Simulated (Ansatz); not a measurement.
Start from `F[Si](F)(F)[SiH3]` and change one atom or group to get `F[Si](F)(F)[SeH]`.

Ansatz, PBE0-D4/def2-TZVP geometries, multiplicity 1. Each molecule was computed in one conformer, which needn't be the lowest.

Scalar relativity is left out up to krypton.

```
                                                                                  property  `F[Si](F)(F)[SiH3]`
                                                       HOMO energy (B3LYP/def2-TZVPP) / eV                -9.18
                                                     HOMO energy (ωB97M-V/def2-TZVPP) / eV               -11.47
ideal-gas entropy at 298 K and 1 bar (rigid rotor, harmonic PBE0-D4/def2-TZVP) / J/(mol·K)                  341
                                            zero-point energy (PBE0-D4/def2-TZVP) / kJ/mol                 90.2
                                          size of the dipole moment (B3LYP/def2-TZVPP) / D                 2.07
                                            size of the dipole moment (PBE/def2-TZVPP) / D                 1.93
```

Q: What does the change do to each property? (Estimate.)

A: The calculation gave: 
| property | `F[Si](F)(F)[SeH]` | shift |
| --- | --- | --- |
| HOMO energy (B3LYP/def2-TZVPP) / eV | -7.74 | 1.44 |
| HOMO energy (ωB97M-V/def2-TZVPP) / eV | -10.18 | 1.29 |
| ideal-gas entropy at 298 K and 1 bar (rigid rotor, harmonic PBE0-D4/def2-TZVP) / J/(mol·K) | 346 | 5 |
| zero-point energy (PBE0-D4/def2-TZVP) / kJ/mol | 46.9 | -43.3 |
| size of the dipole moment (B3LYP/def2-TZVPP) / D | 1.57 | -0.50 |
| size of the dipole moment (PBE/def2-TZVPP) / D | 1.49 | -0.44 |

With PBE0 the HOMO rises by 1.37 eV and the LUMO falls by 0.17 eV, so the gap narrows by about 1.54 eV. PBE moves the HOMO by 1.29 eV and ωB97M-V by 1.29 eV. The zero-point energy changes by -43.3 kJ/mol with -6 modes. Dipoles are sizes alone; their direction can turn.

B3LYP here is the variant with VWN-RPA as its local correlation; programs differ in this.
